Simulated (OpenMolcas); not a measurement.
# What dynamic correlation does to the levels of Te I

| Property | Result |
| --- | --- |
| Program | OpenMolcas |
| Basis | ANO-R2 [7s6p4d2f1g] |
| Scalar Hamiltonian | X2C, finite nucleus |
| Active space | 6 electrons in 8 orbitals (5s 5p 6s 6p) |
| State averaging | 2S+1 = 3 even, 3 roots; 2S+1 = 1 even, 6 roots; 2S+1 = 3 odd, 1 root; 2S+1 = 1 odd, 5 roots |
| Spin-orbit coupling | state interaction with AMFI integrals over the reference wave functions, term energies averaged over their components |

Methods on the same reference wave functions:
A. CASSCF
B. SS-CASPT2, IPEA 0.25 Eh, imaginary shift 0.1 Eh (closed shells correlated: 4d)

Energies in eV above 5s2 5p4 3P2, the measured ground level; measured values from NIST Handbook of Basic Atomic Spectroscopic Data.

```csv
Level,A,B,Measured
5s2 5p4 3P2,0.0000,0.0000,0.0000
5s2 5p4 3P1,0.5095,0.517,0.5890
5s2 5p4 3P0,0.5223,0.559,0.5835
5s2 5p4 1D2,1.5146,1.380,1.3090
5s2 5p4 1S0,2.6902,3.021,2.8762
```

Deviations, from unrounded energies. A percentage is the sum of absolute deviations over the sum of measured energies, with the sign that they share, or ± where signs differ.

```
                        Against measurement  Levels      A     B
             mean absolute deviation (cm-1)       4   1100   630
      fine structure of the ground term (%)       2  -12.0  -8.2
other terms of the ground configuration (%)       2   ±9.4  +5.2
```

B lies closest to measurement on these levels. The largest miss of B in the table is 5s2 5p4 1S0, by +1200 cm-1. The ranking rests on the paired levels alone, and a cruder setting can come out closer through cancelling errors.

From A to B the spin-free energies of the other terms of 5s2 5p4 shown, above 3P, scale by factors of 0.87 to 1.16.

The lowest spin-free term lies below A's lowest term by 0.548 hartree in B.

CASPT2 breaks the degeneracy within a term, and the mean is taken; among the terms shown or strongly mixed into the levels shown the widest spread is 53 cm-1 (5s2 5p4 1D, B). The run also gave levels led by 5s2 5p3 6s, which use shells meant for correlation; these and all levels above them are left out. Measured partners are found by configuration, term and J. A level has none where our copy of the source lacks it or the pairing is in doubt (some pairs that miss far off the trend of their configuration count as doubtful), and it then counts in no deviation. Only configurations of the active space appear. Levels that lie high or do not pair safely by name in every column are left out.
